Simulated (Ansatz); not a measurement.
Start from `[BH2][GeH2][O][SiH2]F` and change one atom or group to get `F[SiH2]O[SiH3]`.

Ansatz, PBE0-D4/def2-TZVP geometries, multiplicity 1. Each molecule was computed in one conformer, which needn't be the lowest.

Scalar relativity is left out up to krypton.

| property | `[BH2][GeH2][O][SiH2]F` |
| --- | --- |
| size of the dipole moment (ωB97M-V/def2-TZVPP) / D | 2.91 |
| HOMO energy (PBE0/def2-TZVPP) / eV | -8.50 |
| LUMO energy (ωB97M-V/def2-TZVPP) / eV | -0.83 |
| LUMO energy (PBE/def2-TZVPP) / eV | -3.81 |
| size of the dipole moment (PBE/def2-TZVPP) / D | 2.77 |
| LUMO energy (PBE0/def2-TZVPP) / eV | -2.79 |

(1) Give the same properties after the change, and the shifts. (Estimate.)

Results:

(1) The calculation gave: 
```json
{"property": "size of the dipole moment (ωB97M-V/def2-TZVPP) / D", "`F[SiH2]O[SiH3]`": "1.18", "shift": "-1.73"}
{"property": "HOMO energy (PBE0/def2-TZVPP) / eV", "`F[SiH2]O[SiH3]`": "-9.01", "shift": "-0.51"}
{"property": "LUMO energy (ωB97M-V/def2-TZVPP) / eV", "`F[SiH2]O[SiH3]`": "1.65", "shift": "2.48"}
{"property": "LUMO energy (PBE/def2-TZVPP) / eV", "`F[SiH2]O[SiH3]`": "-0.93", "shift": "2.88"}
{"property": "size of the dipole moment (PBE/def2-TZVPP) / D", "`F[SiH2]O[SiH3]`": "1.12", "shift": "-1.65"}
{"property": "LUMO energy (PBE0/def2-TZVPP) / eV", "`F[SiH2]O[SiH3]`": "-0.05", "shift": "2.74"}
```

With PBE0 the HOMO falls by 0.51 eV and the LUMO rises by 2.74 eV, so the gap widens by about 3.25 eV. PBE moves the HOMO by -0.51 eV and ωB97M-V by -0.60 eV. Dipoles are sizes alone; their direction can turn.
